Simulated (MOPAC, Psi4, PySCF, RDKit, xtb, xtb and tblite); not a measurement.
Torsional profile of SMILES COC(=O)[SiH2]C(C)(C)C (C6H14O2Si). Scanned: dihedral O2–C3–Si5–C6; all other coordinates were relaxed at GFN2-xTB. Points at φ and −φ are mirror images.

Geometry of the scan point at 60° (Å):
```
23

C      4.0251    -0.0708     0.0081
O      2.7522    -0.2256     0.6270
C      1.7370     0.4837     0.1168
O      1.8667     1.2325    -0.8195
Si     0.1040     0.1190     1.0540
C      0.3041     0.5827     2.9080
C      1.2716    -0.3791     3.6023
C      0.8396     2.0115     3.0425
C     -1.0573     0.4969     3.6006
H      4.7097    -0.7254     0.5414
H      4.3530     0.9685     0.0768
H      3.9657    -0.3502    -1.0454
H     -0.9385     0.9238     0.4153
H     -0.1616    -1.3169     0.9168
H      0.8916    -1.3980     3.5719
H      1.4001    -0.0958     4.6470
H      2.2467    -0.3646     3.1217
H      1.8243     2.1016     2.5878
H      0.1750     2.7246     2.5585
H      0.9257     2.2872     4.0935
H     -1.4675    -0.5072     3.5232
H     -1.7665     1.1881     3.1515
H     -0.9622     0.7455     4.6572
```

- GFN2-xTB (xtb and tblite)
- MMFF94 // GFN2-xTB (RDKit)
- PBE/def2-SVP // GFN2-xTB (Psi4)
- PBE-D3(BJ)/def2-SVP // GFN2-xTB (Psi4)
- UFF // GFN2-xTB (RDKit)
- PM3, restricted, heats of formation // GFN2-xTB (MOPAC)
- PM6, restricted, heats of formation // GFN2-xTB (MOPAC)
- GFN1-xTB // GFN2-xTB (xtb)
- RKS-B3LYP/6-31G* = restricted B3LYP/6-31G*, spherical d, density fitting // GFN2-xTB (PySCF)
- RHF/LANL2DZ = restricted Hartree-Fock/LANL2DZ, with its core potentials past Ne // GFN2-xTB run with PySCF
- RHF/STO-3G = PySCF with restricted Hartree-Fock/STO-3G // GFN2-xTB

Least-squares fit of E(φ) = a0 + Σ (a_n cos nφ + b_n sin nφ), n = 1 to 4, to the 24 scan points, in kJ/mol above the lowest point of each profile (levels whose profile four harmonics don't fit are not listed):

```csv
method,a0,a1,b1,a2,b2,a3,b3,a4,b4,rms of fit
GFN2-xTB,0.61,0.78,0.00,0.21,0.00,-0.06,0.00,0.00,0.00,0.04
MMFF94,3.71,-3.32,0.00,0.59,0.00,-1.18,0.00,0.16,0.00,0.04
PBE/def2-SVP,3.44,1.42,0.00,-2.05,0.00,-0.09,0.00,-0.12,0.00,0.07
PBE-D3(BJ)/def2-SVP,2.97,1.04,0.00,-1.91,0.00,-0.09,0.00,-0.15,0.00,0.06
UFF,7.68,-6.56,0.00,0.54,0.00,-2.20,0.00,0.41,0.00,0.06
PM3,0.97,1.04,0.00,0.14,0.00,0.22,0.00,0.09,0.00,0.08
PM6,0.80,0.11,0.00,-0.97,0.00,-0.02,0.00,0.24,0.00,0.10
GFN1-xTB,2.38,1.70,0.00,-0.03,0.00,0.44,0.00,-0.29,0.00,0.10
RKS-B3LYP/6-31G*,3.00,1.48,0.00,-1.50,0.00,0.03,0.00,-0.01,0.00,0.07
RHF/LANL2DZ,2.92,0.69,0.00,-1.19,0.00,0.92,0.00,0.01,0.00,0.11
RHF/STO-3G,1.49,0.46,0.00,-0.33,0.00,0.90,0.00,0.19,0.00,0.10
```

MMFF94 has few fitted parameters for silicon.
